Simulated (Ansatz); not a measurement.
## Nudged elastic band run: BClF2H2

Input:

```yaml
crystal:
  periodic: [false, false, false]
  atoms:
    - { symbol: B, position_ang: [-0.012557, 0.395569, -0.113658] }
    - { symbol: H, position_ang: [-0.021656, 0.744465, 1.035791] }
    - { symbol: F, position_ang: [1.120252, 0.274899, -0.773185] }
    - { symbol: F, position_ang: [-1.137336, 0.207924, -0.771159] }
    - { symbol: Cl, position_ang: [0.074751, -2.513438, 0.991976] }
    - { symbol: H, position_ang: [0.105446, -2.033119, 2.189935] }
basis:
  gaussian: { orbitals: def2-SVP }
hamiltonian:
  xc: b3lyp
  dispersion: d4
neb:
  order_check: false
  images: 7
  f_tol: 0.03
  max_iterations: 60
  final_atoms:
    - { symbol: B, position_ang: [0.01577517, -0.60910065, -0.52661562] }
    - { symbol: H, position_ang: [0.0163631, 0.34258693, 2.27480998] }
    - { symbol: F, position_ang: [1.12763251, 0.08070403, -0.64003519] }
    - { symbol: F, position_ang: [-1.13433253, 0.01882335, -0.61426014] }
    - { symbol: Cl, position_ang: [0.06606554, -2.34318517, -0.28243478] }
    - { symbol: H, position_ang: [0.03739621, -0.41352848, 2.34823575] }
  initial_path:
    images:
      - { positions_ang: [[-0.012557, 0.395569, -0.113658], [-0.021656, 0.744465, 1.035791], [1.120252, 0.274899, -0.773185], [-1.137336, 0.207924, -0.771159], [0.074751, -2.513438, 0.991976], [0.105446, -2.033119, 2.189935]] }
      - { positions_ang: [[-0.00989134, 0.29950599, -0.08189701], [-0.01566291, 0.55077348, 1.16504769], [1.12503787, 0.21391046, -0.74225093], [-1.13970035, 0.16278341, -0.73919232], [0.07939497, -2.3985779, 0.90364246], [0.08972176, -1.75209543, 2.05435012]] }
      - { positions_ang: [[-0.00722568, 0.20344297, -0.05013602], [-0.00966981, 0.35708196, 1.29430437], [1.12982374, 0.15292192, -0.71131687], [-1.14206471, 0.11764281, -0.70722565], [0.08403893, -2.2837178, 0.81530891], [0.07399752, -1.47107186, 1.91876524]] }
      - { positions_ang: [[-0.00456002, 0.10737996, -0.01837503], [-0.00367672, 0.16339044, 1.42356106], [1.13460962, 0.09193339, -0.6803828], [-1.14442906, 0.07250222, -0.67525897], [0.0886829, -2.1688577, 0.72697537], [0.05827328, -1.19004829, 1.78318036]] }
      - { positions_ang: [[-0.00189436, 0.01131694, 0.01338597], [0.00231638, -0.03030108, 1.55281775], [1.13939549, 0.03094485, -0.64944873], [-1.14679341, 0.02736162, -0.64329229], [0.09332686, -2.0539976, 0.63864183], [0.04254905, -0.90902473, 1.64759548]] }
      - { positions_ang: [[0.00252302, -0.14378746, -0.12161443], [0.00582806, 0.06292092, 1.7333158], [1.13645474, 0.04338464, -0.64709535], [-1.14367819, 0.02522705, -0.63603425], [0.08651153, -2.1262945, 0.40837268], [0.04126084, -0.78515066, 1.82275555]] }
      - { positions_ang: [[0.0069404, -0.29889186, -0.25661483], [0.00933974, 0.15614292, 1.91381386], [1.133514, 0.05582444, -0.64474196], [-1.14056297, 0.02309249, -0.62877622], [0.0796962, -2.19859139, 0.17810352], [0.03997263, -0.6612766, 1.99791562]] }
      - { positions_ang: [[0.01135779, -0.45399626, -0.39161522], [0.01285142, 0.24936492, 2.09431192], [1.13057325, 0.06826424, -0.64238858], [-1.13744775, 0.02095792, -0.62151818], [0.07288087, -2.27088828, -0.05216563], [0.03868442, -0.53740254, 2.17307569]] }
      - { positions_ang: [[0.01577517, -0.60910065, -0.52661562], [0.0163631, 0.34258693, 2.27480998], [1.12763251, 0.08070403, -0.64003519], [-1.13433253, 0.01882335, -0.61426014], [0.06606554, -2.34318517, -0.28243478], [0.03739621, -0.41352848, 2.34823575]] }
```

Run as:

```bash
$ ansatz run input.yaml --threads 1 --pin off --max-ram 2048MiB --backend cpu --events-out ev --progress --plain --runs-dir out
```

Output, in part (warnings, iteration lines, the closing report on the highest movable image, with atoms numbered from 0):

```
NEB end point (image 0): max|allowed force component| = 1.920e-2 eV/Å (the criterion of neb.relax_end_points is 1.000e-2)
NEB end point (image 8): max|allowed force component| = 2.396e-2 eV/Å (the criterion of neb.relax_end_points is 1.000e-2)
NEB iter   1: max|band force component| = 5.793e0 eV/Å  barrier→ = 2.4439 eV  barrier← = 3.0055 eV  Δτ_max = 0.1997 Å  (221 SCF iters)
NEB iter   2: max|band force component| = 3.579e0 eV/Å  barrier→ = 1.3466 eV  barrier← = 1.9082 eV  Δτ_max = 0.1844 Å  (237 SCF iters)
NEB iter   3: max|band force component| = 3.347e0 eV/Å  barrier→ = 1.1757 eV  barrier← = 1.7373 eV  Δτ_max = 0.0998 Å  (214 SCF iters)
NEB iter   4: max|band force component| = 2.116e0 eV/Å  barrier→ = 1.1498 eV  barrier← = 1.7114 eV  Δτ_max = 0.0984 Å  (194 SCF iters)
NEB iter   5: max|band force component| = 1.369e0 eV/Å  barrier→ = 1.1160 eV  barrier← = 1.6776 eV  Δτ_max = 0.0976 Å  (202 SCF iters)
NEB iter   6: max|band force component| = 8.752e-1 eV/Å  barrier→ = 1.1079 eV  barrier← = 1.6695 eV  Δτ_max = 0.0866 Å  (205 SCF iters)
NEB iter   7: max|band force component| = 4.726e-1 eV/Å  barrier→ = 1.1067 eV  barrier← = 1.6683 eV  CI = image 4  Δτ_max = 0.0983 Å  (199 SCF iters)
NEB iter   8: max|band force component| = 3.106e0 eV/Å  barrier→ = 1.1045 eV  barrier← = 1.6661 eV  CI = image 4  Δτ_max = 0.0494 Å  (194 SCF iters)
NEB iter   9: max|band force component| = 1.506e0 eV/Å  barrier→ = 1.1028 eV  barrier← = 1.6645 eV  CI = image 4  Δτ_max = 0.0956 Å  (191 SCF iters)
NEB iter  10: max|band force component| = 2.184e0 eV/Å  barrier→ = 1.1024 eV  barrier← = 1.6640 eV  CI = image 4  Δτ_max = 0.0493 Å  (199 SCF iters)
NEB iter  11: max|band force component| = 2.006e0 eV/Å  barrier→ = 1.1024 eV  barrier← = 1.6640 eV  CI = image 4  Δτ_max = 0.0245 Å  (190 SCF iters)
NEB iter  12: max|band force component| = 7.472e-1 eV/Å  barrier→ = 1.1023 eV  barrier← = 1.6640 eV  CI = image 4  Δτ_max = 0.0494 Å  (181 SCF iters)
NEB iter  13: max|band force component| = 1.775e0 eV/Å  barrier→ = 1.1023 eV  barrier← = 1.6640 eV  CI = image 4  Δτ_max = 0.0245 Å  (178 SCF iters)
NEB iter  14: max|band force component| = 6.717e-1 eV/Å  barrier→ = 1.1023 eV  barrier← = 1.6640 eV  CI = image 4  Δτ_max = 0.0245 Å  (168 SCF iters)
NEB iter  15: max|band force component| = 3.560e-1 eV/Å  barrier→ = 1.1023 eV  barrier← = 1.6640 eV  CI = image 4  Δτ_max = 0.0243 Å  (166 SCF iters)
NEB iter  16: max|band force component| = 1.381e0 eV/Å  barrier→ = 1.1023 eV  barrier← = 1.6640 eV  CI = image 4  Δτ_max = 0.0123 Å  (166 SCF iters)
NEB iter  17: max|band force component| = 1.207e0 eV/Å  barrier→ = 1.1023 eV  barrier← = 1.6640 eV  CI = image 4  Δτ_max = 0.0247 Å  (151 SCF iters)
NEB iter  18: max|band force component| = 6.654e-1 eV/Å  barrier→ = 1.1023 eV  barrier← = 1.6640 eV  CI = image 4  Δτ_max = 0.0244 Å  (167 SCF iters)
NEB iter  19: max|band force component| = 5.408e-1 eV/Å  barrier→ = 1.1023 eV  barrier← = 1.6640 eV  CI = image 4  Δτ_max = 0.0122 Å  (159 SCF iters)
NEB iter  20: max|band force component| = 1.577e-1 eV/Å  barrier→ = 1.1023 eV  barrier← = 1.6640 eV  CI = image 4  Δτ_max = 0.0245 Å  (167 SCF iters)
NEB iter  21: max|band force component| = 6.701e-1 eV/Å  barrier→ = 1.1023 eV  barrier← = 1.6640 eV  CI = image 4  Δτ_max = 0.0123 Å  (161 SCF iters)
NEB iter  22: max|band force component| = 5.299e-1 eV/Å  barrier→ = 1.1023 eV  barrier← = 1.6640 eV  CI = image 4  Δτ_max = 0.0061 Å  (152 SCF iters)
NEB iter  23: max|band force component| = 2.392e-1 eV/Å  barrier→ = 1.1023 eV  barrier← = 1.6640 eV  CI = image 4  Δτ_max = 0.0091 Å  (148 SCF iters)
NEB iter  24: max|band force component| = 3.745e-2 eV/Å  barrier→ = 1.1023 eV  barrier← = 1.6640 eV  CI = image 4  Δτ_max = 0.0123 Å  (152 SCF iters)
NEB iter  25: max|band force component| = 1.567e-1 eV/Å  barrier→ = 1.1023 eV  barrier← = 1.6640 eV  CI = image 4  Δτ_max = 0.0061 Å  (137 SCF iters)
NEB iter  26: max|band force component| = 9.421e-2 eV/Å  barrier→ = 1.1023 eV  barrier← = 1.6640 eV  CI = image 4  Δτ_max = 0.0122 Å  (137 SCF iters)
NEB iter  27: max|band force component| = 1.751e-1 eV/Å  barrier→ = 1.1023 eV  barrier← = 1.6640 eV  CI = image 4  Δτ_max = 0.0061 Å  (150 SCF iters)
NEB iter  28: max|band force component| = 9.201e-2 eV/Å  barrier→ = 1.1023 eV  barrier← = 1.6640 eV  CI = image 4  Δτ_max = 0.0061 Å  (149 SCF iters)
NEB iter  29: max|band force component| = 1.316e-2 eV/Å  barrier→ = 1.1023 eV  barrier← = 1.6640 eV  CI = image 4  Δτ_max = 0.0000 Å  (319 SCF iters)
Total energy: -18659.28709864 eV, -685.7161531558 hartree
Atom 0 at     0.011313    -0.195202     0.093662 Å, force     0.000005    -0.000007     0.000004 eV/Å
Atom 1 at     0.008576     0.188630     1.371017 Å, force    -0.000001     0.000001     0.000000 eV/Å
Atom 2 at     1.155077     0.120446    -0.495206 Å, force     0.000001     0.000001    -0.000001 eV/Å
Atom 3 at    -1.155398     0.056332    -0.480889 Å, force    -0.000000     0.000003    -0.000002 eV/Å
Atom 4 at     0.071408    -2.235066     0.656421 Å, force    -0.000001     0.000001    -0.000001 eV/Å
Atom 5 at     0.037923    -0.858839     1.414695 Å, force    -0.000003     0.000001     0.000000 eV/Å
Dipole moment:    -0.000362     0.096630     0.374252 e Å
```

The run converged. A vibrational analysis at the climbing image gives one clearly imaginary mode, 1010i cm⁻¹: a first-order saddle point. The orbitals stay closed-shell, which can raise the energy where a bond breaks towards radicals; this wasn't checked here.

Final band (atoms are numbered from 1 in the order of the input):

```tsv
image	path coordinate (Å)	energy (kcal/mol)	B1–H2 (Å)	Cl5–H6 (Å)	B1–Cl5 (Å)
0	0.00	0.0	1.20	1.29	3.11
1	0.48	0.5	1.20	1.29	3.06
2	0.96	2.4	1.21	1.29	2.91
3	1.44	10.3	1.22	1.33	2.52
4	1.92	25.4	1.33	1.57	2.12
5	2.40	6.7	1.67	1.99	1.86
6	2.89	-7.8	2.12	2.42	1.77
7	3.37	-12.2	2.53	2.85	1.76
8	3.85	-13.0	2.96	3.26	1.75
```

Run time: 3.6 min on 1 thread of Intel(R) Xeon(R) 6975P-C (Granite Rapids), with other jobs on the host, peak memory 0.14 GiB.
